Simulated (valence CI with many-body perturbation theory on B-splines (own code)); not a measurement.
Ladder of approximations for N+

Calculated by relativistic CI+MBPT: four valence electrons over a frozen Dirac-Fock core [He], radial functions for each j: 11 s, 11 p, 9 d, 7 f, 5 g, 2 h, 1 i, with the one-electron correlation potential Σ1 (screened to all orders), the two-electron term Σ2, the three-electron term Σ3, Breit, model QED; selected single and double excitations, second order for the rest, scaled by the run's own slope (own B-spline code, finite nucleus).

Against 39 measured levels this calculation errs by 56 cm⁻¹ on average and by 162 at most. These come from a selection out of the NIST Handbook of Basic Atomic Spectroscopic Data. Levels without a partner in it may be off by more. Among the levels kept, up to 670 cm⁻¹ of a level comes from second order outside the variational space, and about a tenth of that is noise between levels of different J, which matters for small intervals.

Each rung adds one term. CI alone is the Dirac-Coulomb CI over the frozen core; QED comes last and gives the full result, which names the levels. Energies are above 2s²2p² ³P_0 on the same rung, in cm⁻¹.

```tsv
Level	CI alone	+ Σ1	+ Σ2	+ Σ3	+ Breit	Full
2s²2p² ³P_1	53.5	54.9	55.0	55.1	48.5	48.6
2s²2p² ³P_2	161	166	166	166	132	132
2s²2p² ¹D_2	15364	15422	15472	15407	15382	15382
2s²2p² ¹S_0	32630	32704	32941	32824	32810	32810
2s2p³ ⁵S°_2	47142	46692	46674	46725	46701	46685
2s2p³ ³D°_3	92836	92515	92372	92313	92270	92254
2s2p³ ³D°_2	92834	92514	92369	92310	92285	92270
2s2p³ ³D°_1	92833	92512	92368	92309	92288	92272
2s2p³ ³P°_2	109766	109492	109414	109323	109295	109280
2s2p³ ³P°_1	109763	109488	109411	109320	109296	109281
2s2p³ ³P°_0	109757	109482	109404	109314	109299	109284
2s2p³ ¹D°_2	145347	145160	144506	144340	144305	144290
2s²2p3s ³P°_0	148349	149061	148954	148858	148843	148849
2s²2p3s ³P°_1	148397	149102	148997	148900	148877	148884
2s²2p3s ³P°_2	148542	149260	149154	149058	149012	149019
2s²2p3s ¹P°_1	148812	149399	149283	149174	149135	149139
2s2p³ ³S°_1	156896	156605	155479	155298	155269	155252
2s²2p3p ¹P_1	164119	164791	164678	164581	164546	164550
2s²2p3p ³D_1	166020	166690	166578	166482	166461	166465
```

Question: How does the ionisation energy move along the ladder, and which term matters most?

Answer: CI alone 29.526, + Σ1 29.621, + Σ2 29.606, + Σ3 29.594, + Breit 29.592, + QED 29.592 eV. The largest step is Σ1, 0.095 eV. NIST lists 29.6013 eV (semi-empirical).
